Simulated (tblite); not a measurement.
Record of a relaxation.

Compound: C5H5FS.
SMILES with atom numbers: `[CH2:1]=[CH:2]/[C:3]([F:4])=[CH:5]/[CH:6]=[S:7]` (hydrogens: H8, H9 on C1; H10 on C2; H11 on C5; H12 on C6)

Computed with GFN2-xTB (tblite), gas phase: L-BFGS steps from a force-field or distance-geometry start until the largest atomic force falls under 0.01 eV/Å. 11 of its 33 geometries are shown.

Step 0: E = -575.4234 eV, largest atomic force 2.952 eV/Å
```
atom  x, y, z in Å  |  force x, y, z in eV/Å
C1     -2.459   -0.158    0.057   -0.358   0.016   0.157
C2     -1.279   -0.029   -0.546    0.148  -0.136   0.798
C3     -0.012   -0.020    0.186   -1.718   0.003  -0.395
F4     -0.086   -0.124    1.520   -0.182  -0.036   0.013
C5      1.167    0.103   -0.409    2.938   0.145   0.244
C6      2.393    0.112    0.403    0.279   0.100  -1.015
S7      3.942    0.262   -0.237   -1.851  -0.177   0.743
H8     -3.375   -0.158   -0.524    0.193  -0.023   0.220
H9     -2.561   -0.253    1.137    0.078   0.029  -0.383
H10    -1.239    0.057   -1.615    0.264   0.047  -0.153
H11     1.266    0.198   -1.494   -0.082  -0.054   0.541
H12     2.244    0.010    1.496    0.291   0.084  -0.769
```

Step 3: E = -575.5911 eV, largest atomic force 0.228 eV/Å
```
atom  x, y, z in Å  |  force x, y, z in eV/Å
C1     -2.467   -0.157    0.061    0.001   0.017   0.001
C2     -1.281   -0.033   -0.534    0.152  -0.010  -0.004
C3     -0.019   -0.016    0.168   -0.225   0.004   0.034
F4     -0.096   -0.125    1.512   -0.121  -0.006  -0.166
C5      1.209    0.104   -0.394   -0.021  -0.001  -0.006
C6      2.392    0.112    0.389   -0.077   0.003  -0.116
S7      3.899    0.258   -0.221   -0.004   0.003  -0.044
H8     -3.373   -0.159   -0.518   -0.044  -0.016   0.047
H9     -2.560   -0.253    1.129   -0.005  -0.003   0.045
H10    -1.227    0.058   -1.610    0.139   0.011   0.059
H11     1.268    0.196   -1.471    0.119  -0.008   0.138
H12     2.256    0.014    1.462    0.087   0.006   0.013
```

Step 6: E = -575.5977 eV, largest atomic force 0.153 eV/Å
```
atom  x, y, z in Å  |  force x, y, z in eV/Å
C1     -2.466   -0.155    0.062   -0.002  -0.004  -0.012
C2     -1.278   -0.035   -0.535   -0.143   0.006  -0.016
C3     -0.027   -0.015    0.167    0.031  -0.009   0.003
F4     -0.110   -0.126    1.503   -0.091  -0.018   0.122
C5      1.203    0.104   -0.391    0.006   0.002   0.037
C6      2.387    0.112    0.384    0.050   0.000   0.052
S7      3.895    0.258   -0.225   -0.019   0.004  -0.083
H8     -3.376   -0.160   -0.512   -0.007  -0.008   0.034
H9     -2.560   -0.253    1.131    0.022   0.008  -0.010
H10    -1.212    0.059   -1.606    0.068   0.010  -0.080
H11     1.279    0.196   -1.461    0.048   0.008  -0.084
H12     2.266    0.015    1.458    0.035   0.000   0.037
```

Step 10: E = -575.6022 eV, largest atomic force 0.090 eV/Å
```
atom  x, y, z in Å  |  force x, y, z in eV/Å
C1     -2.469   -0.155    0.060    0.014   0.001  -0.036
C2     -1.284   -0.033   -0.541    0.066   0.005  -0.007
C3     -0.032   -0.016    0.170   -0.032  -0.001   0.008
F4     -0.133   -0.129    1.508    0.026   0.003  -0.044
C5      1.202    0.103   -0.384   -0.002  -0.006   0.032
C6      2.389    0.112    0.388   -0.003   0.001  -0.002
S7      3.888    0.259   -0.244   -0.012   0.002  -0.048
H8     -3.384   -0.163   -0.504   -0.017  -0.002  -0.002
H9     -2.555   -0.251    1.131    0.028   0.008  -0.039
H10    -1.194    0.061   -1.614   -0.052  -0.004   0.021
H11     1.293    0.196   -1.458   -0.039  -0.007   0.081
H12     2.280    0.016    1.463    0.024   0.000   0.036
```

Step 13: E = -575.6042 eV, largest atomic force 0.073 eV/Å
```
atom  x, y, z in Å  |  force x, y, z in eV/Å
C1     -2.468   -0.155    0.052   -0.003   0.009   0.014
C2     -1.281   -0.031   -0.545   -0.028  -0.019  -0.014
C3     -0.034   -0.017    0.172   -0.049   0.011  -0.003
F4     -0.142   -0.131    1.509    0.017  -0.003   0.010
C5      1.203    0.102   -0.373   -0.040  -0.007   0.019
C6      2.392    0.112    0.394    0.002  -0.003  -0.011
S7      3.880    0.259   -0.265    0.012   0.001  -0.001
H8     -3.392   -0.165   -0.501    0.072   0.004  -0.014
H9     -2.546   -0.248    1.123    0.004   0.000  -0.024
H10    -1.194    0.062   -1.618   -0.008   0.002   0.005
H11     1.292    0.195   -1.445   -0.017   0.000   0.017
H12     2.292    0.016    1.471    0.038   0.004   0.002
```

Step 16: E = -575.6048 eV, largest atomic force 0.040 eV/Å
```
atom  x, y, z in Å  |  force x, y, z in eV/Å
C1     -2.468   -0.154    0.051    0.001  -0.001   0.002
C2     -1.282   -0.032   -0.547    0.008   0.003   0.009
C3     -0.038   -0.016    0.174    0.021  -0.005   0.018
F4     -0.143   -0.132    1.510   -0.021  -0.002   0.016
C5      1.200    0.102   -0.369    0.009   0.004  -0.004
C6      2.392    0.112    0.395   -0.004  -0.001  -0.001
S7      3.878    0.259   -0.270   -0.009  -0.002   0.001
H8     -3.388   -0.165   -0.503   -0.007   0.003  -0.039
H9     -2.544   -0.248    1.121   -0.010  -0.003   0.029
H10    -1.195    0.062   -1.619    0.002  -0.001  -0.011
H11     1.290    0.195   -1.440   -0.014   0.001  -0.010
H12     2.300    0.017    1.472    0.023   0.003  -0.011
```

Step 19: E = -575.6051 eV, largest atomic force 0.031 eV/Å
```
atom  x, y, z in Å  |  force x, y, z in eV/Å
C1     -2.468   -0.154    0.051   -0.002  -0.005  -0.007
C2     -1.282   -0.033   -0.548    0.011   0.007   0.015
C3     -0.038   -0.017    0.176    0.000  -0.006   0.003
F4     -0.147   -0.133    1.513   -0.009   0.001  -0.005
C5      1.199    0.102   -0.366    0.004   0.001   0.000
C6      2.393    0.112    0.395    0.010   0.004  -0.006
S7      3.876    0.259   -0.274    0.010   0.000  -0.014
H8     -3.386   -0.164   -0.509    0.002   0.002  -0.001
H9     -2.544   -0.248    1.122   -0.021   0.001  -0.018
H10    -1.196    0.062   -1.621    0.008  -0.005   0.030
H11     1.287    0.194   -1.438   -0.009   0.000   0.001
H12     2.307    0.018    1.472   -0.004  -0.001   0.002
```

Step 22: E = -575.6054 eV, largest atomic force 0.032 eV/Å
```
atom  x, y, z in Å  |  force x, y, z in eV/Å
C1     -2.468   -0.154    0.049   -0.007   0.004  -0.001
C2     -1.280   -0.032   -0.545   -0.021  -0.013  -0.004
C3     -0.038   -0.018    0.180   -0.007   0.011   0.002
F4     -0.152   -0.133    1.516    0.027  -0.003   0.017
C5      1.199    0.102   -0.364   -0.008  -0.004   0.012
C6      2.395    0.112    0.394    0.011   0.001  -0.003
S7      3.876    0.259   -0.280    0.009   0.001  -0.012
H8     -3.384   -0.164   -0.515    0.009   0.000   0.010
H9     -2.549   -0.248    1.120   -0.024  -0.001  -0.018
H10    -1.194    0.062   -1.617    0.019   0.003  -0.003
H11     1.282    0.195   -1.436    0.003   0.000   0.009
H12     2.314    0.018    1.472   -0.011   0.000  -0.009
```

Step 26: E = -575.6059 eV, largest atomic force 0.036 eV/Å
```
atom  x, y, z in Å  |  force x, y, z in eV/Å
C1     -2.470   -0.154    0.046   -0.003   0.001  -0.007
C2     -1.279   -0.034   -0.540    0.022   0.005   0.004
C3     -0.038   -0.018    0.188    0.007  -0.008   0.013
F4     -0.152   -0.135    1.524    0.022   0.002   0.003
C5      1.198    0.102   -0.358    0.002   0.006  -0.010
C6      2.400    0.114    0.390   -0.021  -0.004   0.000
S7      3.878    0.259   -0.292   -0.026  -0.001   0.002
H8     -3.381   -0.162   -0.525   -0.030  -0.002  -0.019
H9     -2.564   -0.248    1.115    0.000  -0.001   0.019
H10    -1.186    0.061   -1.612    0.007   0.001  -0.007
H11     1.274    0.195   -1.431    0.008   0.000   0.000
H12     2.322    0.020    1.469    0.012   0.002   0.002
```

Step 29: E = -575.6061 eV, largest atomic force 0.020 eV/Å
```
atom  x, y, z in Å  |  force x, y, z in eV/Å
C1     -2.472   -0.154    0.044   -0.004  -0.002  -0.001
C2     -1.278   -0.034   -0.538   -0.013   0.003   0.008
C3     -0.038   -0.018    0.192   -0.005  -0.004  -0.007
F4     -0.150   -0.135    1.528    0.006   0.001  -0.001
C5      1.197    0.102   -0.356   -0.007   0.000  -0.004
C6      2.400    0.113    0.390   -0.004   0.000   0.006
S7      3.876    0.259   -0.298   -0.006   0.000  -0.003
H8     -3.382   -0.162   -0.530    0.013   0.000   0.001
H9     -2.569   -0.249    1.113    0.006   0.003  -0.016
H10    -1.181    0.061   -1.610    0.004  -0.002   0.020
H11     1.273    0.195   -1.429    0.005   0.001  -0.011
H12     2.326    0.020    1.468    0.005  -0.001   0.009
```

Step 32: E = -575.6061 eV, largest atomic force 0.004 eV/Å
```
atom  x, y, z in Å  |  force x, y, z in eV/Å
C1     -2.473   -0.154    0.043    0.000   0.000   0.002
C2     -1.278   -0.034   -0.536   -0.002  -0.002   0.000
C3     -0.038   -0.019    0.193    0.000   0.003  -0.001
F4     -0.148   -0.135    1.529    0.000  -0.001  -0.001
C5      1.196    0.102   -0.356    0.001  -0.003   0.001
C6      2.399    0.113    0.390    0.001   0.001   0.001
S7      3.874    0.259   -0.300   -0.001   0.000  -0.004
H8     -3.381   -0.161   -0.532    0.003   0.000  -0.002
H9     -2.571   -0.248    1.112    0.000   0.000   0.002
H10    -1.179    0.061   -1.608    0.000   0.001   0.000
H11     1.272    0.195   -1.429    0.001   0.000   0.001
H12     2.328    0.021    1.469   -0.004  -0.001   0.001
```

**Question.** Summarise the path.

**Answer.** The energy falls by 4.21 kcal/mol from step 0 to step 32; nine tenths of that is first reached at step 3. It never rises by more than 0.2 meV. The largest force goes from 2.952 to 0.004 eV/Å. Among the bonds C5–C6 changes most, from 1.471 to 1.415 Å; the atoms move by 0.054 Å rms after alignment.

**Question.** Follow the three bonds and two angles with the largest change from start to end.

**Answer.** 
```
step  E above end (kcal/mol)  largest force (eV/Å)  C5–C6 (Å)  C6=S7 (Å)  C3=C5 (Å)  C3–C5–C6 (°)  C3–C5–H11 (°)
   0                    4.21                 2.952      1.471      1.683      1.327         119.6          122.3
   1                    1.35                 1.451      1.429      1.645      1.382         120.9          118.4
   3                    0.35                 0.228      1.419      1.632      1.356         121.7          118.0
   4                    0.28                 0.181      1.416      1.632      1.356         121.9          118.1
   6                    0.20                 0.153      1.415      1.633      1.356         122.3          118.7
   7                    0.15                 0.113      1.415      1.634      1.357         122.5          119.1
   8                    0.12                 0.084      1.416      1.634      1.357         122.6          119.3
  10                    0.09                 0.090      1.416      1.634      1.358         122.7          119.3
  11                    0.07                 0.086      1.416      1.633      1.358         122.8          119.2
  13                    0.04                 0.073      1.415      1.634      1.357         123.3          118.8
  14                    0.04                 0.055      1.415      1.634      1.357         123.4          118.8
  15                    0.03                 0.042      1.416      1.634      1.356         123.5          118.7
  17                    0.03                 0.032      1.416      1.634      1.356         123.7          118.7
  18                    0.02                 0.030      1.416      1.634      1.356         123.7          118.7
  19                    0.02                 0.031      1.415      1.634      1.356         123.7          118.6
  21                    0.02                 0.038      1.415      1.634      1.356         123.8          118.5
  22                    0.02                 0.032      1.416      1.634      1.356         123.8          118.4
  24                    0.01                 0.039      1.416      1.635      1.356         124.0          118.3
  25                    0.01                 0.039      1.416      1.635      1.357         124.1          118.2
  26                    0.01                 0.036      1.416      1.635      1.357         124.2          118.2
  28                    0.00                 0.020      1.415      1.635      1.357         124.2          118.2
  29                    0.00                 0.020      1.415      1.635      1.357         124.2          118.2
  31                    0.00                 0.010      1.415      1.634      1.357         124.1          118.3
  32                    0.00                 0.004      1.415      1.635      1.356         124.1          118.3
```

The cost below is that of the whole relaxation. Time: 0.13 s. Hardware: an Arm Neoverse V2 with one thread, no GPU, on a shared host.
